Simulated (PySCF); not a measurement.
**GeO: energy against distance**

Set-up: Ge x2c-SVPall, O x2c-SVPall; spin-free X2C with a Gaussian nucleus (PySCF 2.14). Energies in eV from Ge + O in their ground configurations at the same level. State: ¹Σ⁺ (singlet), closed shell.

All columns are PBE0. A positive dipole means Ge(−)O(+).

```
R (Å)  E (eV)  μ (D)  Mulliken charge on Ge (basis-dependent)  HOMO (eV)  LUMO (eV)  Mayer bond order  ⟨S²⟩
1.397  -4.516  -2.13                                     0.36      -8.30      -1.05              2.33  0.00
1.462  -5.618  -2.42                                     0.39      -8.39      -1.28              2.30  0.00
1.528  -6.219  -2.70                                     0.42      -8.43      -1.49              2.28  0.00
1.576  -6.429  -2.89                                     0.44      -8.44      -1.65              2.26  0.00
1.625  -6.483  -3.09                                     0.46      -8.43      -1.81              2.25  0.00
1.674  -6.416  -3.27                                     0.47      -8.41      -1.96              2.24  0.00
1.739  -6.189  -3.50                                     0.49      -8.26      -2.15              2.23  0.00
1.820  -5.754  -3.77                                     0.50      -7.94      -2.38              2.22  0.00
1.917  -5.099  -4.07                                     0.50      -7.61      -2.64              2.23  0.00
2.047  -4.126  -4.43                                     0.49      -7.24      -2.94              2.24  0.00
```

A fit through these points gives, at Re = 1.620 Å, μ = -3.07 D and dμ/dR = -3.85 D/Å; the reduced mass is 13.15 u.

How strong is the fundamental in the double-harmonic approximation, I = 42.26·(dμ/dR)²/μred km/mol?

I = 42.26·(-3.85)²/13.15 = 47.6 km/mol at PBE0.
